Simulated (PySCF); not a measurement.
BHN, SMILES [B]=N, multiplicity 2. Atoms are numbered in the order given.

```xyz
3

B      0.0000     0.0000    -0.8429
N      0.0000     0.0000     0.4016
H      0.0000     0.0000     1.4028
```
Charge 0, spin multiplicity 2.

Coordinates come from a PBE-D3(BJ)/def2-TZVPD optimisation. The isomer is the one that the SMILES or the coordinates give; other isomers of the formula were not compared.

Two levels are set side by side: PBE/pcH-1 (PySCF) and PBE0/pcH-1 (PySCF). Contact hyperfine couplings, same geometry. Differences are taken from unrounded values.

```json
[
 {"quantity": "A(iso) of 11B, atom B1 (MHz)", "PBE0": "1089.9"},
 {"quantity": "A(iso) of 14N, atom N2 (MHz)", "PBE0": "43.6"},
 {"quantity": "A(iso) of 1H, atom H3 (MHz)", "PBE0": "32.7"}
]
```

Problem. What does PBE give, and how far is it from PBE0? (Estimate from the structure and the level; the computed values follow.)

Solution. 
```tsv
quantity	PBE	PBE minus PBE0
A(iso) of 11B, atom B1 (MHz)	1080.4	-9.5
A(iso) of 14N, atom N2 (MHz)	46.9	3.3
A(iso) of 1H, atom H3 (MHz)	30.9	-1.8
```

Rough cost on one machine, each run with all the roots and properties that it gave: PBE0 against PBE within a factor of 2.
